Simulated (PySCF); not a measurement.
PbCl, SMILES [Cl][Pb+] (connectivity only; charge and spin as stated), charge +1, multiplicity 1.

Coordinates come from a PBE0-D3(BJ)/def2-TZVP optimisation. The multiplicity is an assumed one; other spin states were not compared. The def2 effective core potentials stand for the cores of Pb; spin–orbit coupling is left out.

Vertical ionisation energy (IE) and electron affinity (EA) in eV. Rows of orbital energies are one-electron estimates. Where ΔSCF, EOM or ADC give a negative EA the extra electron is unbound and the value depends on the basis.

| level | IE | EA |
|---|---|---|
| −ε(HOMO), −ε(LUMO), r2SCAN/def2-TZVPD (PySCF) | ? | ? |
| −ε(HOMO), −ε(LUMO), B3LYP/def2-TZVPD (PySCF) | 14.44 | 9.13 |

Task: Fill in the missing entries. (The exact figures need the calculation; the answer reports its results.)

Result: 
- −ε(HOMO), −ε(LUMO), r2SCAN/def2-TZVPD (PySCF), IE: 13.72
- −ε(HOMO), −ε(LUMO), r2SCAN/def2-TZVPD (PySCF), EA: 9.34
